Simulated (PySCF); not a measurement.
## Relaxation of doublet RuH₇

Method: PySCF, UPBE0, basis Ru def2-TZVP with ECP28, H def2-TZVP (scalar-relativistic core potentials, no spin–orbit coupling, density fitting). A (50,194) grid was used.

A hand-made capped trigonal prismatic start, of C2v symmetry, held to at least that symmetry:

```xyz
8
charge 0 multiplicity 2, angstrom
Ru    0.0000    0.0000   -0.0014
H     0.0000    0.0000    1.5686
H     1.0933    1.0933    0.2712
H    -1.0933    1.0933    0.2712
H    -1.0933   -1.0933    0.2712
H     1.0933   -1.0933    0.2712
H     0.9448    0.0000   -1.2553
H    -0.9448    0.0000   -1.2553
```

Optimiser trace:
```json
{"step": "0", "E − E(last) (kJ/mol)": "276.23", "largest gradient (Eh/bohr)": "0.14317"}
{"step": "1", "E − E(last) (kJ/mol)": "178.54", "largest gradient (Eh/bohr)": "0.09441"}
{"step": "2", "E − E(last) (kJ/mol)": "83.59", "largest gradient (Eh/bohr)": "0.02097"}
{"step": "3", "E − E(last) (kJ/mol)": "57.91", "largest gradient (Eh/bohr)": "0.02892"}
{"step": "4", "E − E(last) (kJ/mol)": "28.77", "largest gradient (Eh/bohr)": "0.02216"}
{"step": "5", "E − E(last) (kJ/mol)": "16.99", "largest gradient (Eh/bohr)": "0.00775"}
{"step": "6", "E − E(last) (kJ/mol)": "14.85", "largest gradient (Eh/bohr)": "0.01365"}
{"step": "7", "E − E(last) (kJ/mol)": "7.05", "largest gradient (Eh/bohr)": "0.02433"}
{"step": "8", "E − E(last) (kJ/mol)": "2.67", "largest gradient (Eh/bohr)": "0.02030"}
{"step": "9", "E − E(last) (kJ/mol)": "0.89", "largest gradient (Eh/bohr)": "0.00571"}
{"step": "10", "E − E(last) (kJ/mol)": "0.26", "largest gradient (Eh/bohr)": "0.00192"}
{"step": "11", "E − E(last) (kJ/mol)": "0.11", "largest gradient (Eh/bohr)": "0.00216"}
{"step": "12", "E − E(last) (kJ/mol)": "0.02", "largest gradient (Eh/bohr)": "0.00045"}
{"step": "13", "E − E(last) (kJ/mol)": "0.00", "largest gradient (Eh/bohr)": "0.00041"}
{"step": "14", "E − E(last) (kJ/mol)": "0.00", "largest gradient (Eh/bohr)": "0.00045"}
{"step": "15", "E − E(last) (kJ/mol)": "0.00", "largest gradient (Eh/bohr)": "0.00018"}
```

It ends at C2v with Ru–H 1.562 Å, Ru–H 1.569 Å (×4), Ru–H 1.664 Å (×2); H–Ru–H 59.9° (×4), H–Ru–H 70.8° (×4), H–Ru–H 75.2° (×2), H–Ru–H 75.7° (×2), H–Ru–H 116.0° (×2), H–Ru–H 119.8° (×2), H–Ru–H 128.1°, H–Ru–H 140.2° (×4) (after a last refinement on a finer grid). A frequency run shows 3 imaginary modes, down to 1001i cm⁻¹, so it is a higher-order saddle point. Other isomers or separated fragments may lie lower.

Final geometry:
Coordinates in bohr (charge 0 multiplicity 2):
```
Ru    0.0000    0.0000   -0.0598
H     0.0000    0.0000    2.8913
H     1.8088    1.8190    1.4280
H    -1.8088    1.8190    1.4280
H    -1.8088   -1.8190    1.4280
H     1.8088   -1.8190    1.4280
H     2.8271    0.0000   -1.4357
H    -2.8271    0.0000   -1.4357
```

Other spin states or occupations of the open shell can lie lower.

The relaxation took 44 s on 2 threads of a shared Arm Neoverse V1 host, with 82 basis functions and 16 gradients; the process peaked at 0.84 GiB.
